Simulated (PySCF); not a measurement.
Job for PySCF: R-HF/3-21G on CdSe, 2S+1 = 1, a spin state set in the input, which need not be the lowest, a point of a bond scan (R = 2.581 Å).

```python
from pyscf import gto, scf, dft, mp
from pyscf.data.elements import chemcore

mol = gto.M(
    atom='''
    Cd    0.00000000    0.00000000    0.00000000
    Se    0.00000000    0.00000000    2.58124200
    ''',
    basis='3-21g',
    charge=0, spin=0, verbose=3, max_memory=1800)
mf = scf.RHF(mol)
mf.conv_tol = 1e-8
mf.max_cycle = 100
mf.kernel()
if not mf.converged:
    mf = mf.newton().run(mf.mo_coeff, mf.mo_occ)
```

The log:

```
converged SCF energy = -7828.28662386739
```

The run converged.

Cost: roughly 0.7 core-seconds.
